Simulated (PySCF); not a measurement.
Gas-phase reaction: 2 Ti(NH2)4 + 3 Cl2 → 2 TiCl3NH2 + N2 + 4 NH3

Computed with PySCF and rigid-rotor harmonic-oscillator thermochemistry at 1 bar. † marks an energy on the PBE0/def2-TZVP geometry and frequencies; other levels use their own. All species are closed-shell singlets. Ti(NH2)4, TiCl3NH2: computed as isolated molecules; such fragments, hydroxides, amides, oligomers or adducts are transient or little studied in the gas.

PBE0/def2-TZVP gives ΔH°(298 K) = -920 kJ.

### Question
What do BLYP/def2-TZVP†, M06-2X/def2-TZVP†, ωB97M-V/def2-TZVP† give?

### Answer
BLYP/def2-TZVP†: -929 kJ; M06-2X/def2-TZVP†: -904 kJ; ωB97M-V/def2-TZVP†: -922 kJ. For scale, ΔH°(298 K) is -920 kJ at this level, -922 kJ at ωB97M-V/def2-TZVP†, and runs from -1138 to -804 kJ over the 16 levels computed († marks an energy on the PBE0/def2-TZVP geometry).
